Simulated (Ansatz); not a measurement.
One change: `[OH][W]([Cl])([Cl])([Cl])([Cl])[Cl]` becomes `[Cl][W]([Cl])([Cl])([Cl])([Cl])[Cl]`.

Ansatz, PBE0-D4/def2-TZVP geometries, multiplicity 1. Each molecule was computed in one conformer, which needn't be the lowest.

Elements past krypton have def2 core potentials.

| property | `[OH][W]([Cl])([Cl])([Cl])([Cl])[Cl]` |
| --- | --- |
| HOMO energy (PBE0/def2-TZVPP) / eV | -8.91 |
| ideal-gas entropy at 298 K and 1 bar (rigid rotor, harmonic PBE0-D4/def2-TZVP) / J/(mol·K) | 446 |
| HOMO–LUMO gap (PBE/def2-TZVPP) / eV | 2.16 |
| size of the dipole moment (PBE/def2-TZVPP) / D | 2.02 |
| HOMO–LUMO gap (ωB97M-V/def2-TZVPP) / eV | 7.96 |
| zero-point energy (PBE0-D4/def2-TZVP) / kJ/mol | 52.6 |

**Question.** What does the change do to each property? (Estimate.)

**Answer.** Ansatz gave: 
```tsv
property	`[Cl][W]([Cl])([Cl])([Cl])([Cl])[Cl]`	shift
HOMO energy (PBE0/def2-TZVPP) / eV	-9.15	-0.24
ideal-gas entropy at 298 K and 1 bar (rigid rotor, harmonic PBE0-D4/def2-TZVP) / J/(mol·K)	420	-26
HOMO–LUMO gap (PBE/def2-TZVPP) / eV	2.22	0.06
size of the dipole moment (PBE/def2-TZVPP) / D	0.00	-2.02
HOMO–LUMO gap (ωB97M-V/def2-TZVPP) / eV	8.01	0.05
zero-point energy (PBE0-D4/def2-TZVP) / kJ/mol	21.4	-31.2
```

With PBE0 the HOMO falls by 0.24 eV and the LUMO falls by 0.17 eV, so the gap widens by about 0.07 eV. PBE moves the HOMO by -0.24 eV and ωB97M-V by -0.25 eV. The zero-point energy changes by -31.2 kJ/mol with -3 modes.
